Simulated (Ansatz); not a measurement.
`NB(S)Br` and `NBBr` differ in one atom or group.

Ansatz, PBE0-D4/def2-TZVP geometries, multiplicity 1. Each molecule was computed in one conformer, which needn't be the lowest.

Scalar relativity is left out up to krypton.

| property | `NB(S)Br` |
| --- | --- |
| HOMO energy (B3LYP/def2-TZVPP) / eV | -7.28 |
| HOMO energy (PBE/def2-TZVPP) / eV | -6.29 |
| HOMO–LUMO gap (PBE0/def2-TZVPP) / eV | 7.70 |
| size of the dipole moment (PBE/def2-TZVPP) / D | 1.86 |
| HOMO energy (ωB97M-V/def2-TZVPP) / eV | -9.73 |
| LUMO energy (B3LYP/def2-TZVPP) / eV | -0.13 |

What does the change do to each property? (An estimate is asked.)

Ansatz gave: 
| property | `NBBr` | shift |
| --- | --- | --- |
| HOMO energy (B3LYP/def2-TZVPP) / eV | -7.76 | -0.48 |
| HOMO energy (PBE/def2-TZVPP) / eV | -6.73 | -0.44 |
| HOMO–LUMO gap (PBE0/def2-TZVPP) / eV | 8.02 | 0.32 |
| size of the dipole moment (PBE/def2-TZVPP) / D | 2.80 | 0.94 |
| HOMO energy (ωB97M-V/def2-TZVPP) / eV | -10.27 | -0.54 |
| LUMO energy (B3LYP/def2-TZVPP) / eV | -0.21 | -0.08 |

With PBE0 the HOMO falls by 0.49 eV and the LUMO falls by 0.16 eV, so the gap widens by about 0.33 eV. PBE moves the HOMO by -0.44 eV and ωB97M-V by -0.54 eV. Dipoles are sizes alone; their direction can turn.

B3LYP here is the variant with VWN-RPA as its local correlation; programs differ in this.

Spin–orbit coupling is left out; it splits and shifts lone-pair levels of the heavy atoms by tenths of an eV.
